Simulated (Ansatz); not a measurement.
Consider the atomization: `F[SiH2][S][AlH2]` → Al• + F• + 4 H• + S• + Si•.

Gas-phase electronic energies from Ansatz, PBE0-D4/def2-TZVP geometries. CCSD(T)/CBS is the MP2 limit (def2-TZVPP, def2-QZVPP) plus CCSD(T) − MP2 in def2-TZVPP, frozen cores. This one scheme is used for every species, atoms too. DFT in def2-TZVPP. B3LYP here is the variant with VWN-RPA as its local correlation; programs differ in this. HSE06 is defined as in plane-wave codes. Open shells (•) are unrestricted, without spin–orbit coupling. Spin–orbit coupling would lower the free atoms: a little for Al, F, S, Si. Each species was taken in one conformer, which may not be the lowest.

Task: What is ΔE at CCSD(T)/CBS? (Estimate.)

Result: Computed: +2511.5 kJ/mol.

Task: What do these levels give: B3LYP-D4, r2SCANh-D4, HSE06, CCSD(T)/def2-SVP, CCSD/def2-TZVPP, HF/CBS(def2)? (Estimate.)

Result: Computed: B3LYP-D4 2476.1, r2SCANh-D4 2491.0, HSE06 2441.5, CCSD(T)/def2-SVP 2299.3, CCSD/def2-TZVPP 2400.9, HF/CBS(def2) 1897.4 kJ/mol.

Largest T1 diagnostic among the species: 0.018.

From BLYP to BHLYP (50 % exact exchange), in def2-TZVPP and without D4, ΔE moves by −4.7 kJ/mol: exact exchange takes away binding that semilocal exchange gives to molecules. In def2-TZVPP, CCSD(T) changes the Hartree–Fock value by +542.5 kJ/mol (the triples alone add +31.5 kJ/mol) and MP2 by +577.6 kJ/mol; breaking electron pairs costs correlation energy, which Hartree–Fock lacks. Leaving LDA and LC-ωPBE aside and taking each functional with its dispersion term where it has one, the values, not all of them listed here, spread over 111.2 kJ/mol, from revPBE-D4 to B97M-V. LDA lies +315.5 kJ/mol from PBE without D4, its usual overbinding.

For atomizations the MP2-based limit and the directly extrapolated one differ by several kJ/mol either way, and by 10 to 25 for some Ge, Se and Sn compounds, so smaller differences from it don't rank the levels.
